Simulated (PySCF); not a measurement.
In(F)(Br)(NH2) (BrFH₂InN), SMILES [NH2][In]([F])[Br]. Atoms are numbered in the order given.

```xyz
6

In     0.0315    -0.6041     0.2698
F     -1.4486    -1.7889    -0.2010
Br    -0.0483     1.6318    -0.7557
N      1.3489    -1.2065     1.6692
H      2.2571    -0.7499     1.6320
H      1.4812    -2.2140     1.7242
```
Charge 0, spin multiplicity 1.

Coordinates come from a PBE0-D3(BJ)/def2-SVP optimisation. The structure was generated by enumeration; whether it is a known compound was not checked. The def2 effective core potentials stand for the cores of In; spin–orbit coupling is left out. Other conformers were not sampled.

These are TDA-LC-ωPBE/def2-SVPD run with PySCF values and carry that method's errors.

Vertical excitations. The molecule is in vacuum.

```tsv
state	energy (eV)	λ (nm)	f	main pairs
S1	5.43	228	0.052	HOMO→LUMO 84 %
S2	5.80	214	0.025	HOMO−1→LUMO 84 %
S3	5.96	208	0.046	HOMO−2→LUMO 85 %
S4	6.83	181	0.022	HOMO→LUMO+1 66 %, HOMO−3→LUMO 21 %
S5	7.12	174	0.091	HOMO−1→LUMO+1 44 %, HOMO−3→LUMO 27 %, HOMO→LUMO+1 11 %
S6	7.30	170	0.105	HOMO−1→LUMO+1 45 %, HOMO−2→LUMO+1 17 %, HOMO−3→LUMO 13 %, HOMO→LUMO+1 7 %
S7	7.52	165	0.025	HOMO−2→LUMO+1 41 %, HOMO−4→LUMO 37 %
S8	7.57	164	0.049	HOMO−5→LUMO 65 %
S9	7.80	159	0.015	HOMO→LUMO+2 57 %, HOMO→LUMO+4 14 %
S10	8.04	154	0.030	HOMO−3→LUMO+1 57 %, HOMO−6→LUMO 15 %
T1	4.58	271	0	HOMO→LUMO 83 %
T2	5.33	233	0	HOMO−1→LUMO 83 %
T3	5.44	228	0	HOMO−2→LUMO 79 %
T4	6.04	205	0	HOMO−3→LUMO 79 %
```
Triplets are in the Tamm–Dancoff approximation.
